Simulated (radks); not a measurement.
Species: C4+. Configuration: [He]. All-electron calculation, non-relativistic Kohn-Sham, PBE, spin-polarised, spherical densities, point nucleus. Program: a radial shooting solver on a logarithmic mesh with Libxc functionals.

Radial electron density D(r) = 4 pi r^2 rho(r):

| r (bohr) | D(r) (e/bohr) |
|---|---|
| 0.01431 | 0.2677 |
| 0.01665 | 0.3527 |
| 0.01954 | 0.4692 |
| 0.02275 | 0.6118 |
| 0.02649 | 0.7928 |
| 0.03083 | 1.020 |
| 0.0359 | 1.301 |
| 0.04212 | 1.663 |
| 0.04904 | 2.075 |
| 0.05709 | 2.555 |
| 0.06646 | 3.097 |
| 0.07737 | 3.688 |
| 0.0908 | 4.334 |
| 0.1057 | 4.928 |
| 0.1231 | 5.450 |
| 0.1433 | 5.837 |
| 0.1681 | 6.027 |
| 0.1957 | 5.945 |
| 0.2278 | 5.582 |
| 0.2652 | 4.949 |
| 0.3088 | 4.109 |
| 0.3624 | 3.112 |
| 0.4218 | 2.183 |
| 0.4911 | 1.384 |
| 0.5717 | 0.7799 |
| 0.6656 | 0.3833 |
| 0.781 | 0.1526 |
| 0.9093 | 0.05245 |
| 1.059 | 0.01448 |

D(r) has 1 maximum, at r = 0.174 bohr.
